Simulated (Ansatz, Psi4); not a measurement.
**GeO (SMILES [O]=[Ge]): the vertical ionisation energy from total energies**

GeO: 2 atoms, total charge 0, spin state singlet. SMILES: `[O]=[Ge]`. Geometry: relaxed at PBE0-D4/def2-TZVP.

```xyz
2

O     0.0000    0.0000   -0.0230
Ge    0.0000    0.0000    1.5995
```

Both states at this one shape; open shells run unrestricted unless said. 1 Eh = 27.2114 eV.

```tsv
level	program	singlet GeO (Eh)	doublet GeO+ (Eh)
HF/cc-pV5Z	Ansatz	-2150.299690	-2149.968019
MP3/cc-pVTZ, 10 core orbitals frozen	Psi4	-2150.680033	-2150.274864
```

Work out the vertical ionisation energy at each level.


1. HF/cc-pV5Z: -2149.968019 − (-2150.299690) = 0.331671 Eh = 9.03 eV.
2. MP3/cc-pVTZ: -2150.274864 − (-2150.680033) = 0.405169 Eh = 11.03 eV.

No measured value is set beside it here; the levels span 9.03 to 11.03 eV. Hartree–Fock favours the state with fewer electron pairs, since it lacks pair correlation. All-electron rows are non-relativistic unless named.
